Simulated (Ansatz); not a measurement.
InH2Me (CH5In), relaxed as a singlet with RKS PBE0-D4/def2-TZVP in Ansatz, starting from the GFN2-xTB geometry. Force threshold 0.02 eV/Å.

In the def2 sets In takes a core potential; there is no spin–orbit coupling.

Start:

```xyz
7

In   -0.537    0.597    0.813
H    -0.629    2.332    0.852
H    -1.375   -0.111    2.161
C     0.506   -0.561   -0.759
H    -0.159   -0.715   -1.609
H     0.806   -1.532   -0.363
H     1.387   -0.012   -1.095
```

(1) Estimate the energy that the relaxation releases and the steps that it takes.

(2) Does the start keep its bonding?

(3) Predict the relaxed structure.

## Answers

(1) 0.05 eV, in 5 steps; 2.8 s on 4 threads of Arm Neoverse V2 on a shared host. No frequencies were taken in this run, so the end may be a saddle point.

(2) By distances, no bond broke or formed. The bond that changes most is In1–C4, from 2.21 to 2.15 Å (atoms count from 1).

(3) 
```csv
atom,x (Å),y (Å),z (Å)
In1,-0.536,0.597,0.816
H2,-0.568,2.326,0.746
H3,-1.348,-0.213,2.112
C4,0.487,-0.530,-0.708
H5,-0.188,-0.676,-1.556
H6,0.788,-1.511,-0.341
H7,1.364,0.008,-1.069
```
Bond lengths: 1 × C–In 2.15 Å; 3 × C–H 1.09 Å; 2 × H–In 1.73 Å.
